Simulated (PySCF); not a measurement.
Working out the excitation energy of Ca

Ca [Ar] 4s2 (1S) → Ca [Ar] 4s1 4p1 (3P). Calculation: PySCF 2.14, in ANO-RCC-VTZP (6s5p2d1f, 38 functions); the spin-free X2C one-electron Hamiltonian (Gaussian nucleus). Frozen: [Ar]. Energies in hartree (1 hartree = 27.21139 eV):

```csv
part,Ca (lower),Ca (upper)
UHF,-679.627771,-679.589385
CCSD correlation,-0.028158,-0.003165
(T),0.000000,0.000000
```

What does Hartree-Fock give?

(-679.589385) − (-679.627771) = 0.038386 hartree = 1.045 eV.

What do CCSD and CCSD(T) give?

The CCSD correlation energies differ by 0.024993 hartree = 0.680 eV and the triples by 0.000000 hartree = 0.000 eV, so CCSD gives 1.725 eV and CCSD(T) 1.725 eV.

Measured between the centres of the two terms (NIST): 1.892 eV, so CCSD(T) (valence) is off by -0.167 eV.

What remains against the reference includes basis incompleteness, the frozen core and higher excitations.
